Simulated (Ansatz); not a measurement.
CHBrSe (`[Se]=CBr`), 4 atoms. Charge 0, multiplicity 1. Correlated methods include outer-core shells of Br, Se, which these sets cover unevenly. Scalar relativity is left out up to krypton. All runs use 2 threads of an Arm Neoverse V1 on a shared host. Correlated methods freeze the cores.

**Question.** How many basis functions does each run have, and how long does it take in Ansatz? RKS CAM-B3LYP-D4/def2-TZVPP energy; RKS ωB97M-V/def2-SVP energy; RHF-CCSD(T)/def2-TZVPP energy; RKS PBE0-D4/def2-QZVPP energy; RHF-MP2/def2-QZVPP energy; RKS PBE0-D4/def2-TZVP frequencies; RHF-CCSD(T)/def2-SVP energy; RKS ωB97X-V/def2-TZVPP energy; RKS ωB97M-V/def2-QZVPP energy; RKS PBE0-D4/def2-SVP energy; RKS r2SCAN-D4/def2-TZVPP energy and forces; RKS PBE0-D4/def2-TZVP relaxation (5 steps). (Best estimate.)

**Answer.** Computed: Other jobs shared the machine, so times are rough.

```csv
level,job,functions,wall time,peak host memory (GiB)
RKS PBE0-D4/def2-SVP,energy,83,1.2 s,0.31
RKS CAM-B3LYP-D4/def2-TZVPP,energy,141,2.7 s,0.39
RHF-CCSD(T)/def2-SVP,energy,83,3.7 s,0.31
RKS r2SCAN-D4/def2-TZVPP,energy and forces,141,4.5 s,0.18
RKS ωB97M-V/def2-SVP,energy,83,5.5 s,0.31
RKS PBE0-D4/def2-QZVPP,energy,265,6.5 s,0.76
RKS ωB97X-V/def2-TZVPP,energy,141,6.5 s,0.43
RHF-MP2/def2-QZVPP,energy,265,14 s,0.83
RKS ωB97M-V/def2-QZVPP,energy,265,17 s,0.87
RKS PBE0-D4/def2-TZVP,relaxation (5 steps),133,19 s,0.34
RHF-CCSD(T)/def2-TZVPP,energy,141,34 s,0.86
RKS PBE0-D4/def2-TZVP,frequencies,133,56 s,0.33
```
